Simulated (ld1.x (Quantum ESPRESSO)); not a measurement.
The numbers below are computed, except where a source is named.
Potentials for nitrogen (N) compared

Generated with ld1.x 7.5 (TM, RRKJ, ultrasoft, PAW), atompaw 4.2 or ONCVPSP 4.0.1. The cutoff is in Ry: for ld1.x and atompaw files where the sum of valence levels is converged to 10 mRy in a Bessel basis, for ONCV files where the hardest occupied wave has 1 mHa per electron of residual kinetic energy. The error is the largest all-electron minus pseudo excitation energy over each file’s own four to seven test configurations (ionisations up to +4, promotions, holes and added fractions of an electron), all of which were solved. The labels leave out finer settings (local radius, basis sizes, second energies), which also bear on the numbers. Spin-polarised tests are not counted. The rows are a selection from randomly drawn settings: files with unsolved tests, undetermined cutoffs or missed reference levels are left out.

```tsv
potential	cutoff (Ry)	largest error (meV)	bound ghosts
PAW, PBE, scalar-relativistic, rc 1.15/2.25 (sp), local smoothed, core correction yes, reference 2s2 2p3	15	-23	none
ultrasoft, LDA (PZ), non-relativistic, rc 1.25/1.95 (sp), local smoothed, core correction no, reference 2s2 2p3	18	+582	none
TM, PBE, scalar-relativistic, rc 0.75/1.20/1.20 (spd), local smoothed, core correction no, reference 2s2 2p2	110	+635	none
TM, PBE, scalar-relativistic, rc 1.15/1.45 (sp), local s, core correction yes, reference 2s1.75 2p3.25	55	+164	none
TM, BLYP, scalar-relativistic, rc 1.15/1.20/1.05 (spd), local d, core correction no, reference 2s1.5 2p3.5	80	+933	none
```

Question: Fill in the row for N: TM semilocal, LDA (PZ), scalar-relativistic, rc 0.95/1.20/1.05 (spd), local p, core correction no, reference 2s2 2p3.

Answer: cutoff 80 Ry, largest error +384 meV, bound ghosts: none.
